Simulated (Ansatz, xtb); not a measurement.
## Relative energy of two isomers of C5H2ClNO

Structure I is `N#CC1=C(Cl)[C@@H]1C=O`, a singlet and structure II is `C#Cc1cnc(Cl)o1`, a singlet. Both are isolated molecules in the gas phase, relaxed with r2SCAN-D4/def2-SVP; the shapes shown needn't be the lowest conformers.

I (Å):

```xyz
10

C    -2.8026   -0.2951   -0.0747
C    -2.0296   -1.4486   -0.1294
C    -1.6759   -2.6099   -0.6078
C    -0.7725   -2.1316    0.4780
C    -0.8909   -2.7181    1.8506
Cl   -1.9244   -3.8558   -1.6985
N    -3.4383    0.6830   -0.0074
O     0.0374   -2.8281    2.6096
H     0.2297   -1.7452    0.2310
H    -1.9356   -3.0460    2.1179
```

II (Å):

```tsv
atom	x (Å)	y (Å)	z (Å)
C	-1.9955	-0.8428	-2.0706
C	-1.7809	-1.3409	-0.9799
C	-1.5126	-1.9304	0.2655
C	-0.6019	-2.8580	0.7182
C	-1.7776	-2.2967	2.3703
Cl	-2.5015	-2.0939	3.8891
N	-0.7895	-3.0760	2.0625
O	-2.2811	-1.5673	1.3588
H	-2.1869	-0.4017	-3.0318
H	0.1693	-3.3718	0.1462
```

Quicker runs give these differences E(II) − E(I): GFN2-xTB −48.9 kcal/mol; HF/STO-3G −38.5 kcal/mol (at GFN2-xTB geometries); r2SCAN-D4/def2-SVP//GFN2-xTB −22.2 kcal/mol.

**Question.** Estimate E(II) − E(I) at the level CCSD(T)/def2-SVP + ΔMP2/def2-TZVPP.

**Answer.** Calculated at CCSD(T)/def2-SVP + ΔMP2/def2-TZVPP: E(II) − E(I) = −19.5 kcal/mol, so structure II lies lower.

The same difference at several levels:

```json
{"level": "GFN2-xTB", "geometry": "GFN2-xTB", "E(II) − E(I) (kcal/mol)": "−48.9", "departure from the last row (kcal/mol)": "−29.4", "job, with rough time for the two": "optimisation, 0.35 s"}
{"level": "HF/STO-3G", "geometry": "GFN2-xTB", "E(II) − E(I) (kcal/mol)": "−38.5", "departure from the last row (kcal/mol)": "−19.1", "job, with rough time for the two": "single point, 0.7 s"}
{"level": "r2SCAN-D4/def2-SVP//GFN2-xTB", "geometry": "GFN2-xTB", "E(II) − E(I) (kcal/mol)": "−22.2", "departure from the last row (kcal/mol)": "−2.7", "job, with rough time for the two": "single point, 3.8 s"}
{"level": "r2SCAN-D4/def2-SVP", "geometry": "r2SCAN-D4/def2-SVP", "E(II) − E(I) (kcal/mol)": "−22.3", "departure from the last row (kcal/mol)": "−2.9", "job, with rough time for the two": "optimisation, 45 s"}
{"level": "HF/def2-SVP", "geometry": "r2SCAN-D4/def2-SVP", "E(II) − E(I) (kcal/mol)": "−17.0", "departure from the last row (kcal/mol)": "+2.4", "job, with rough time for the two": "part of the CCSD(T) run"}
{"level": "MP2/def2-SVP", "geometry": "r2SCAN-D4/def2-SVP", "E(II) − E(I) (kcal/mol)": "−14.9", "departure from the last row (kcal/mol)": "+4.5", "job, with rough time for the two": "part of the CCSD(T) run"}
{"level": "CCSD(T)/def2-SVP", "geometry": "r2SCAN-D4/def2-SVP", "E(II) − E(I) (kcal/mol)": "−15.1", "departure from the last row (kcal/mol)": "+4.3", "job, with rough time for the two": "single point"}
{"level": "CCSD(T)/def2-SVP + ΔMP2/def2-TZVPP", "geometry": "r2SCAN-D4/def2-SVP", "E(II) − E(I) (kcal/mol)": "−19.5", "departure from the last row (kcal/mol)": "", "job, with rough time for the two": "single point, 77 s"}
```

As drawn, II has 1 C≡C, 1 C∷C, 2 C∷N, 2 C∷O in place of 1 C≡N, 3 C–C, 1 C=C, 1 C=O (∷ is an aromatic bond). Structure I has a 3-membered ring, II a 5-membered ring (with an aromatic ring).

The levels shown agree on the order. The largest departure from CCSD(T)/def2-SVP + ΔMP2/def2-TZVPP is that of GFN2-xTB, 29.4 kcal/mol. The last row adds to CCSD(T) the change of the MP2 difference between the two basis sets, here −4.3 kcal/mol, a large step that makes the value less sure.

With thermal terms from frequencies at re-optimised GFN2-xTB minima (ideal gas, soft modes damped towards free rotors, one conformer each, 298.15 K, 1 atm): the zero-point term adds +1.1 kcal/mol; ΔH is −18.9 and ΔG −17.1 kcal/mol.

The correlated steps freeze 12 core orbitals. Mirror images aren't counted in ΔG. Codes used: Ansatz 0.2.0, xtb 6.7.1; the last row on 2 threads of Intel(R) Xeon(R) Processor @ 2.70GHz on a shared host.
